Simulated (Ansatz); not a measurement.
Geometry optimisation, Ansatz, RKS r2SCANh/cc-pVDZ.

Input file:

```yaml
crystal:
  periodic: [false, false, false]
  atoms:
    - { symbol: C, position_ang: [0.5702, 2.0611, 1.4215] }
    - { symbol: C, position_ang: [0.6289, 0.9257, 1.2032] }
    - { symbol: C, position_ang: [0.737, -0.4653, 0.9549] }
    - { symbol: C, position_ang: [0.2741, -1.1128, -0.0551] }
    - { symbol: Si, position_ang: [-0.8692, -0.4905, -1.4072] }
    - { symbol: H, position_ang: [0.4225, 3.1667, 1.5897] }
    - { symbol: H, position_ang: [1.4093, -1.0192, 1.6797] }
    - { symbol: H, position_ang: [0.4104, -2.1744, -0.1425] }
    - { symbol: H, position_ang: [-2.1082, 0.1255, -0.7886] }
    - { symbol: H, position_ang: [-0.149, 0.5332, -2.1746] }
    - { symbol: H, position_ang: [-1.2606, -1.607, -2.2604] }
basis:
  gaussian: { orbitals: cc-pVDZ }
hamiltonian:
  xc: r2scanh
relax:
  f_tol: 0.02
  max_steps: 50
```

Launched with:

```bash
$ ansatz run input.yaml --threads 2 --pin off --max-ram 3072MiB --backend cpu --events-out ev --progress --plain --runs-dir out
```

Question: Where does it end, and by what steps?

Answer: It converged. After 9 steps the energy has fallen by 0.529 eV; H6 moved furthest, 0.15 Å. The start is strongly strained (largest force component 9 eV/Å).

```csv
step,energy less start (eV),largest force component (eV/Å),accepted
0,0.0000,9.159,yes
1,-0.4451,1.384,yes
2,-0.4447,1.177,no
3,-0.5065,0.570,yes
4,-0.4944,1.307,no
5,-0.5226,0.238,yes
6,-0.5269,0.120,yes
7,-0.5283,0.039,yes
8,-0.5288,0.028,yes
9,-0.5289,0.014,yes
```

```xyz
11
Properties=species:S:1:pos:R:3
C 0.476 2.076 1.329
C 0.628 0.880 1.163
C 0.808 -0.516 0.972
C 0.246 -1.209 -0.043
Si -0.859 -0.430 -1.354
H 0.340 3.129 1.471
H 1.444 -1.021 1.708
H 0.458 -2.282 -0.087
H -2.059 0.201 -0.725
H -0.113 0.618 -2.117
H -1.303 -1.502 -2.297
```

Whether the end is a true minimum wasn't checked by a vibrational analysis.

The run took 45 s on 2 threads of Arm Neoverse V1 (shared host), peak memory 0.24 GiB.
